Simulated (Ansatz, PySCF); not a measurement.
Spectroscopic constants of KRb, closed-shell singlet (lowest of 2S+1 = 1, 3 at CCSD(T)/def2-TZVPP on PBE0 minima; our sources give no spin for the ground state, which may be another). No spin–orbit coupling. K is treated without relativity.

The constants come from a fifth-degree fit in 1/R (seven points, main isotopes). Runs in def2 and cc sets follow the lowest solution found near the PBE0 minimum. The singlet is held restricted. HF and MP2 rows in def2 and cc sets belong to the determinant that coupled cluster picked by its CCSD energy.

Programs: Ansatz (an electronic-structure program); PySCF for LANL2DZ rows. Each number belongs to the level named beside it. In def2 rows elements past Kr take small-core potentials, without spin–orbit coupling.

| level | r_e (Å) | ω_e (cm⁻¹) | ω_e x_e (cm⁻¹) | B_e (cm⁻¹) | dipole (D) |
|---|---|---|---|---|---|
| HF/def2-TZVPP | 4.363 | 70 | 0.12 | 0.0332 | - |
| HF/def2-QZVPP | 4.363 | 70 | 0.13 | 0.0332 | - |
| SVWN5/def2-TZVPP | 3.977 | 77 | 0.19 | 0.0399 | 0.21 |
| PBE/def2-TZVPP | 4.141 | 73 | 0.18 | 0.0368 | 0.42 |
| BP86/LANL2DZ | 4.108 | 72 | 0.18 | 0.0374 | 0.20 |
| r2SCAN/def2-TZVPP | 4.225 | 72 | 0.22 | 0.0354 | 0.58 |
| B97M-V/def2-TZVPP | 4.186 | 71 | 0.14 | 0.0360 | 0.27 |
| B3LYP/LANL2DZ | 4.106 | 72 | 0.17 | 0.0374 | 0.37 |
| B3LYP/def2-TZVPP | 4.112 | 73 | 0.18 | 0.0373 | 0.43 |
| PBE0/def2-TZVPP | 4.154 | 75 | 0.16 | 0.0366 | 0.56 |
| BHLYP/def2-TZVPP | 4.125 | 75 | 0.16 | 0.0371 | 0.58 |
| CAM-B3LYP/def2-TZVPP | 4.069 | 78 | 0.15 | 0.0381 | 0.54 |
| wB97X-V/def2-TZVPP | 4.128 | 80 | 0.13 | 0.0370 | 0.71 |
| wB97M-V/def2-TZVPP | 3.985 | 88 | 0.20 | 0.0397 | 0.70 |
| B2PLYP/def2-TZVPP | 4.102 | 74 | 0.17 | 0.0375 | - |
| MP2/def2-TZVPP | 4.081 | 76 | 0.14 | 0.0379 | - |
| MP2/def2-QZVPP | 4.029 | 80 | 0.14 | 0.0389 | - |
| SCS-MP2/def2-TZVPP | 4.130 | 75 | 0.14 | 0.0370 | - |
| SCS-MP2/def2-QZVPP | 4.081 | 79 | 0.14 | 0.0379 | - |
| CCSD/def2-TZVPP | 4.156 | 73 | 0.17 | 0.0365 | - |
| CCSD/def2-QZVPP | 4.113 | 76 | 0.17 | 0.0373 | - |
| CCSD(T)/def2-TZVPP | 4.160 | 71 | 0.20 | 0.0365 | - |
| CCSD(T)/def2-QZVPP | 4.100 | 75 | 0.20 | 0.0376 | - |

Correlated levels freeze the inner cores; with def2 sets outer-core shells near the valence are correlated too. Rows in LANL2DZ carry no dispersion term and start afresh at each structure. LANL2DZ brings its own core potentials from Na on.

Doubts at one or more of the structures used: a restricted determinant that unrestricted orbitals would lower (HF/def2-TZVPP, HF/def2-QZVPP, MP2/def2-TZVPP, MP2/def2-QZVPP, SCS-MP2/def2-TZVPP, SCS-MP2/def2-QZVPP, CCSD/def2-TZVPP, CCSD/def2-QZVPP, CCSD(T)/def2-TZVPP, CCSD(T)/def2-QZVPP).
